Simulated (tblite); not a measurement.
Compound: C₆H₁₀NSi (doublet state).
Atom-mapped SMILES: `[CH:1]#[C:2]/[CH:3]=[C:4](\[CH3:5])[SiH:6][NH:7][CH3:8]` (hydrogens: H9 on C1; H10 on C3; H11, H12, H13 on C5; H14 on Si6; H15 on N7; H16, H17, H18 on C8)
Bond orders are those of one Lewis drawing.

Computed with GFN2-xTB (tblite), gas phase: L-BFGS steps from a force-field or distance-geometry start until the largest atomic force falls under 0.01 eV/Å.

Step 55: E = -610.9947 eV
```
atom  x, y, z in Å  |  force x, y, z in eV/Å
C1     -3.3663    1.6636    1.2476    0.078  -0.004   0.022
C2     -2.2886    1.3369    0.8147   -0.027  -0.023  -0.011
C3     -1.0559    0.9658    0.2687   -0.013   0.005  -0.062
C4     -0.7327   -0.3068   -0.1109   -0.038  -0.009   0.011
C5     -1.7368   -1.4174    0.0621   -0.007  -0.004   0.008
Si6     0.7861   -0.7638   -1.0379   -0.022   0.008   0.020
N7      2.2135    0.1795   -1.1825   -0.041  -0.005  -0.024
C8      3.1637    0.2111   -0.0908    0.001  -0.011  -0.013
H9     -4.2894    1.9585    1.6498    0.018  -0.009  -0.011
H10    -0.3432    1.7734    0.1471    0.029  -0.019  -0.006
H11    -2.2009   -1.6649   -0.8925   -0.032  -0.001   0.028
H12    -1.2467   -2.3151    0.4362   -0.040  -0.019  -0.011
H13    -2.5162   -1.1241    0.7621    0.004   0.010  -0.036
H14     1.1824   -2.1635   -0.9857    0.015  -0.005  -0.009
H15     2.1776    1.0591   -1.6734   -0.022   0.032   0.007
H16     2.7998    0.7989    0.7578    0.064   0.021   0.046
H17     3.3320   -0.8108    0.2437    0.012   0.016   0.055
H18     4.1128    0.6261   -0.4279    0.019   0.018  -0.015
```

Step 56: E = -610.9955 eV
```
atom  x, y, z in Å  |  force x, y, z in eV/Å
C1     -3.3648    1.6622    1.2477    0.038   0.009   0.037
C2     -2.2861    1.3368    0.8169   -0.002  -0.041  -0.021
C3     -1.0531    0.9628    0.2734    0.010   0.020  -0.071
C4     -0.7320   -0.3097   -0.1090   -0.028   0.013   0.013
C5     -1.7397   -1.4174    0.0597   -0.016  -0.007   0.004
Si6     0.7877   -0.7650   -1.0368   -0.064  -0.055   0.041
N7      2.2134    0.1781   -1.1829   -0.022   0.030  -0.042
C8      3.1650    0.2137   -0.0932    0.009   0.019  -0.001
H9     -4.2898    1.9572    1.6466    0.034  -0.012  -0.015
H10    -0.3379    1.7700    0.1548    0.012  -0.043  -0.004
H11    -2.2015   -1.6613   -0.8971   -0.032  -0.004   0.033
H12    -1.2560   -2.3181    0.4349   -0.028  -0.014  -0.016
H13    -2.5200   -1.1216    0.7576   -0.001   0.011  -0.037
H14     1.1832   -2.1665   -0.9784    0.011   0.025  -0.014
H15     2.1725    1.0580   -1.6737   -0.011   0.025   0.011
H16     2.8036    0.8063    0.7530    0.058   0.026   0.048
H17     3.3319   -0.8055    0.2473    0.018  -0.013   0.055
H18     4.1146    0.6264   -0.4324    0.013   0.012  -0.020
```

Problem. Estimate the geometry and energy of step 57. (The exact step hangs on the optimiser's Hessian estimate; all steps are aligned on step 56, rigid shifts and turns removed.)

Solution. E = -610.9974 eV, largest force 0.151 eV/Å
```
atom  x, y, z in Å  |  force x, y, z in eV/Å
C1     -3.3612    1.6591    1.2483   -0.031   0.030   0.060
C2     -2.2803    1.3340    0.8244    0.038  -0.066  -0.046
C3     -1.0469    0.9553    0.2855    0.029   0.043  -0.065
C4     -0.7305   -0.3167   -0.1024   -0.017   0.020   0.007
C5     -1.7478   -1.4167    0.0528   -0.035  -0.011   0.002
Si6     0.7905   -0.7705   -1.0289   -0.070  -0.122   0.055
N7      2.2147    0.1728   -1.1871   -0.016   0.040  -0.013
C8      3.1696    0.2212   -0.1001    0.013   0.038   0.029
H9     -4.2899    1.9550    1.6386    0.048  -0.012  -0.014
H10    -0.3264    1.7592    0.1760    0.012  -0.045  -0.005
H11    -2.2034   -1.6507   -0.9091   -0.034  -0.014   0.023
H12    -1.2812   -2.3252    0.4300    0.000  -0.008  -0.023
H13    -2.5317   -1.1148    0.7434   -0.014   0.013  -0.024
H14     1.1863   -2.1733   -0.9617    0.007   0.059  -0.020
H15     2.1606    1.0536   -1.6754    0.008   0.024   0.006
H16     2.8142    0.8270    0.7394    0.036   0.038   0.042
H17     3.3350   -0.7913    0.2603    0.018  -0.023   0.019
H18     4.1195    0.6286   -0.4457    0.010  -0.004  -0.035
```

The energy changes by -0.0019 eV. The first-order estimate −F·Δx gives -0.0027 eV and the mean of the old and new forces, exact on a quadratic surface, -0.0019 eV. The step makes an angle of 80° with the force vector and moves no atom by more than 0.027 Å.

What follows is the cost of the whole relaxation. On one thread of an Arm Neoverse V2, no GPU (shared host), this took 0.72 s.
